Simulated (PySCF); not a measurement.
Working out the ionisation energy of Te

Te [Kr] 4d10 5s2 5p4 (3P) → Te+ [Kr] 4d10 5s2 5p3 (4S). Calculation: PySCF 2.14, in aug-cc-pVQZ-PP with ECP28MDF (7s7p5d3f2g, 92 functions); a scalar-relativistic core potential. Frozen: 4s2 4p6 4d10. Energies in hartree (1 hartree = 27.21139 eV):

```csv
part,Te (lower),Te+ (upper)
UHF,-267.006904,-266.722731
MP2 opposite-spin,-0.075572,-0.051704
MP2 same-spin,-0.020572,-0.017792
```

Q: What does Hartree-Fock give?

A: (-266.722731) − (-267.006904) = 0.284173 hartree = 7.733 eV.

Q: What do MP2 and SCS-MP2 (6/5 opposite-spin, 1/3 same-spin) give?

A: The opposite-spin parts differ by 0.649 eV and the same-spin parts by 0.076 eV. MP2: 7.733 + (0.649) + (0.076) = 8.458 eV. SCS-MP2: 7.733 + 1.2 × (0.649) + (0.076)/3 = 8.537 eV.

Measured between the centres of the two terms (NIST): 8.749 eV, so MP2 (valence) is off by -0.291 eV.

What remains against the reference includes basis incompleteness, the frozen core and correlation beyond second order.
